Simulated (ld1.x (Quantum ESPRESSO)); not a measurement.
rhodium (Rh), RRKJ: configuration errors across variants

* Element: rhodium (Rh)
* Generator: ld1.x (Quantum ESPRESSO) 7.5
* Type: norm-conserving RRKJ (Kleinman–Bylander form)
* Functional: PBEsol
* Relativity: scalar-relativistic
* Frozen core: [Kr]
* Valence charge: 9
* Reference configuration: 4d8 5s0 5p1
* Partial waves: 5p (bound): rc 3.40 bohr; 4d (bound): rc 1.60 bohr; 4f channel at -0.15 Ry: rc 3.40 bohr; 5s (bound, empty): rc 1.90 bohr
* Local potential: the s channel
* Core correction: a·sin(br)/r model core inside 1.55 bohr

All-electron excitation energies from the reference (eV): (1) 4d8 5s1 5p0 -3.665; (2) 4d8 5s0 5p0 3.797; (3) 4d7 5s0 5p0 23.307; (4) 4d8 5s0.5 5p0 -0.737; (5) 4d6 5s0 5p0 55.799; (6) 4d7 5s1 5p1 2.984; (7) 4d9 5s0 5p0 -4.578.

The overlap operator is not positive definite (basis up to 400 Ry) in “type ultrasoft; waves now 5s (bound): rcut 1.65, rcutus 1.90 bohr; 5s channel at 0.05 Ry: rcut 1.65, rcutus 1.90 bohr; 5p (bound): rcut 2.95, rcutus 3.40 bohr; 5p channel at 0.45 Ry: rcut 2.95, rcutus 3.40 bohr; 4d (bound): rcut 1.40, rcutus 1.60 bohr; 4d channel at 0.25 Ry: rcut 1.40, rcutus 1.60 bohr; 4f channel at -0.15 Ry: rcut 2.95, rcutus 3.40 bohr; 4f channel at 2.4 Ry: rcut 2.95, rcutus 3.40 bohr; local potential all-electron potential smoothed inside 1.40 bohr (lloc = -1); augmentation PSQ, inside the norm-conserving radii”. Such files are unfit for use, however small their errors in these radial tests.

Tests that are not counted but printed errors over 1 eV. “type ultrasoft; waves now 5s (bound): rcut 1.65, rcutus 1.90 bohr; 5s channel at 0.05 Ry: rcut 1.65, rcutus 1.90 bohr; 5p (bound): rcut 2.95, rcutus 3.40 bohr; 5p channel at 0.45 Ry: rcut 2.95, rcutus 3.40 bohr; 4d (bound): rcut 1.40, rcutus 1.60 bohr; 4d channel at 0.25 Ry: rcut 1.40, rcutus 1.60 bohr; 4f channel at -0.15 Ry: rcut 2.95, rcutus 3.40 bohr; 4f channel at 2.4 Ry: rcut 2.95, rcutus 3.40 bohr; local potential all-electron potential smoothed inside 1.40 bohr (lloc = -1); augmentation PSQ, inside the norm-conserving radii”: 4d8 5s1 5p0 (solver errors, printed error -3.1 eV); 4d7 5s1 5p1 (solver errors, printed error -3.3 eV).

3 further variants failed, have other tests or too few solved ones, and are left out.

A true bound ghost makes a file unfit for plane-wave use even where its test errors are small: the radial tests pick states by their node count and pass the ghost by. Where a test does run into it, the solver fails or the error is huge.

Errors AE − PS in meV (a dash: test not solved or not reliable):

| change | (1) | (2) | (3) | (4) | (5) | (6) | (7) | bound ghosts |
| --- | --- | --- | --- | --- | --- | --- | --- | --- |
| base | -0.7 | -5.3 | -90 | -1.7 | -572 | -104 | -79 | none |
| wave 4d (bound): rc 1.60 bohr becomes 4d (bound): rc 1.82 bohr | -0.6 | -5.1 | -89 | -1.7 | -553 | -98 | -78 | none |
| all radii but the core radius scaled by about 1.15 (s 2.18, p 3.92, d 1.84, f 3.92 bohr) | -1.8 | -4.5 | -111 | -0.7 | -623 | -128 | -80 | none |
| wave 5p (bound): rc 3.40 bohr becomes 5p (bound): rc 4.18 bohr | +1.3 | -4.9 | -106 | -0.2 | -608 | -100 | -69 | none |
| core correction a·sin(br)/r model core inside 1.56 bohr | -0.7 | -5.3 | -90 | -1.7 | -570 | -104 | -79 | none |
| type ultrasoft; waves now 5s (bound): rcut 1.65, rcutus 1.90 bohr; 5s channel at 0.05 Ry: rcut 1.65, rcutus 1.90 bohr; 5p (bound): rcut 2.95, rcutus 3.40 bohr; 5p channel at 0.45 Ry: rcut 2.95, rcutus 3.40 bohr; 4d (bound): rcut 1.40, rcutus 1.60 bohr; 4d channel at 0.25 Ry: rcut 1.40, rcutus 1.60 bohr; 4f channel at -0.15 Ry: rcut 2.95, rcutus 3.40 bohr; 4f channel at 2.4 Ry: rcut 2.95, rcutus 3.40 bohr; local potential all-electron potential smoothed inside 1.40 bohr (lloc = -1); augmentation PSQ, inside the norm-conserving radii | – | -3.6 | -53 | – | -349 | – | -27 | p (s not tested, overlap not positive) |
| wave 4f channel at -0.15 Ry: rc 3.40 bohr becomes 4f channel at -0.15 Ry: rc 4.20 bohr | -0.7 | -5.3 | -90 | -1.7 | -572 | -104 | -79 | none |
| core correction a·sin(br)/r model core inside 0.60 bohr | -1.0 | -5.5 | -92 | -1.7 | -589 | -110 | -80 | none |
| wave 4f channel at -0.15 Ry: rc 3.40 bohr becomes 4f channel at -0.1 Ry: rc 3.40 bohr | -0.7 | -5.3 | -90 | -1.7 | -572 | -104 | -79 | none |

Q: Give the same row for: wave 5s (bound): rc 1.90 bohr becomes 5s (bound): rc 2.02 bohr.

A: -1.9, -5.3, -97, -1.7, -600, -122, -83; bound ghosts: none.
